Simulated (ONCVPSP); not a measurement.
**What the settings do to the ONCV potential of cerium (Ce)**

Base potential:

- Element: Ce (Z = 58)
- Generator: ONCVPSP 4.0.1
- Type: optimised norm-conserving Vanderbilt (ONCV)
- Functional: PBEsol
- Relativity: scalar-relativistic
- Frozen core: [Kr] 4d10
- Valence charge: 12
- Reference configuration: 4f1 5s2 5p6 5d1 6s1.75 (charge +0.25)
- Partial waves: 5s+6s: rc 2.85 bohr, ncon 3, nbas 6, qcut 4.6 1/bohr, 2 projectors; 5p: rc 1.70 bohr, ncon 4, nbas 8, qcut 5 1/bohr, 2 projectors, debl 2.7 Ha; 5d: rc 2.65 bohr, ncon 4, nbas 9, qcut 4.1 1/bohr, 1 projector; 4f: rc 1.20 bohr, ncon 4, nbas 9, qcut 12.4 1/bohr, local
- Local potential: the f channel
- Core correction: polynomial model core, fcfact 0.6

Cutoffs, loose and tight: the cutoffs (Ha) at which the residual kinetic energy of the hardest occupied pseudo-wave falls to 1 and 0.1 mHa per electron. They do not see the model core or the augmentation charge, which bear on the density cutoff. Test errors are all-electron minus pseudo excitation energies from the reference, over the configurations 4f1 5s2 5p6 5d1 6s2; 4f1 5s2 5p6 5d1 6s1; 4f1 5s2 5p6 5d1 6s0; 4f1 5s2 5p6 5d0 6s0. A dash means not determined; rows that change the core or the reference have their own tests. The largest error is taken over the tests solved by every variant that gives reliable tests at all: 4f1 5s2 5p6 5d1 6s0; 4f1 5s2 5p6 5d1 6s1; 4f1 5s2 5p6 5d1 6s2.

A true bound ghost makes a file unfit for plane-wave use even where its test errors are small: the radial tests pick states by their node count and pass the ghost by.

| change | outcome | cutoff, loose | cutoff, tight | bound ghosts | GHOST(+) flags above zero | largest test error (meV) |
| --- | --- | --- | --- | --- | --- | --- |
| base | generated | 72 Ha | 131 Ha | s, p, d | none | -9.2 |
| s: qcut 3; p: qcut 3.3; d: qcut 2.7; f: qcut 8.2 | generated | 256 Ha | 371 Ha | s, p | s, p, d | -10 |
| s: qcut 3.4; p: qcut 3.7; d: qcut 3; f: qcut 9.2 | generated | 243 Ha | 312 Ha | s, p | s, d | -4.8 |
| s: qcut 3.7; p: qcut 4; d: qcut 3.3; f: qcut 9.9 | generated | 232 Ha | 289 Ha | s, p, d | s | -13 |
| s: qcut 4.3; p: qcut 4.6; d: qcut 3.8; f: qcut 11.5 | generated | 80 Ha | 233 Ha | s, p, d | none | -10 |
| s: qcut 4.7; p: qcut 5.1; d: qcut 4.2; f: qcut 12.6 | generated | 73 Ha | 104 Ha | s, p, d | none | -8.9 |
| s: qcut 5; p: qcut 5.4; d: qcut 4.4; f: qcut 13.4 | generated | 78 Ha | 86 Ha | s, p, d | none | -8.3 |
| s: qcut 5.4; p: qcut 5.9; d: qcut 4.9; f: qcut 14.7 | generated | 86 Ha | 95 Ha | s, p, d | s | -7.8 |
| s: qcut 5.9; p: qcut 6.4; d: qcut 5.2; f: qcut 15.9 | generated | 94 Ha | 105 Ha | s, p, d | s | -7.0 |
| s: qcut 6.4; p: qcut 6.9; d: qcut 5.7; f: qcut 17.2 | generated | 102 Ha | 115 Ha | s, p, d | s | -7.0 |
| s: qcut 6.7; p: qcut 7.3; d: qcut 6; f: qcut 18 | generated | 108 Ha | 122 Ha | s, p, d | s | -6.8 |
